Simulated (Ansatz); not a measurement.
(Br2Al-mu-OH)3 (Al₃Br₆O₃H₃), 15 atoms. Hardware: 4 threads of Arm Neoverse V2 on a shared host.

Question: How many basis functions does each of these Ansatz runs have, and roughly what does it cost? r2SCAN-D4/def2-SVP, charge 0 triplet at the geometry of the charge 0 singlet, energy, from earlier orbitals; PBE-D4/def2-SVP, charge 1 doublet at the geometry of the charge 0 singlet, energy; PBE-D4/def2-SVP, charge 0 singlet, energy and forces, from earlier orbitals; r2SCAN-D4/def2-SVP, charge 0 singlet, relaxation, 10 steps; PBE-D4/def2-SVP, charge 0 triplet at the geometry of the charge 0 singlet, energy; PBE-D4/def2-SVP, charge -1 doublet at the geometry of the charge 0 singlet, energy; r2SCAN-D4/def2-SVP, charge 0 singlet, energy, from earlier orbitals; HF/STO-3G, charge 0 singlet, energy; PBE0-D4/def2-SVP, charge 0 singlet, energy, from earlier orbitals.

Answer: Other jobs shared the machine, so times can vary by a factor of up to 3.

```csv
run,functions,fitting or Cholesky vectors,wall time,peak host memory (GiB)
"HF/STO-3G, charge 0 singlet, energy",153,1647,3.6 s,0.95
"PBE-D4/def2-SVP, charge 0 singlet, energy and forces, from earlier orbitals",303,3252,11 s,0.85
"PBE-D4/def2-SVP, charge -1 doublet at the geometry of the charge 0 singlet, energy",303,3252,17 s,0.98
"r2SCAN-D4/def2-SVP, charge 0 singlet, energy, from earlier orbitals",303,3252,21 s,0.92
"PBE0-D4/def2-SVP, charge 0 singlet, energy, from earlier orbitals",303,2838,22 s,1.7
"PBE-D4/def2-SVP, charge 1 doublet at the geometry of the charge 0 singlet, energy",303,3252,60 s,1.9
"PBE-D4/def2-SVP, charge 0 triplet at the geometry of the charge 0 singlet, energy",303,3252,66 s,1.9
"r2SCAN-D4/def2-SVP, charge 0 singlet, relaxation, 10 steps",303,3252,2.2 min,0.87
"r2SCAN-D4/def2-SVP, charge 0 triplet at the geometry of the charge 0 singlet, energy, from earlier orbitals",303,3252,2.7 min,2
```
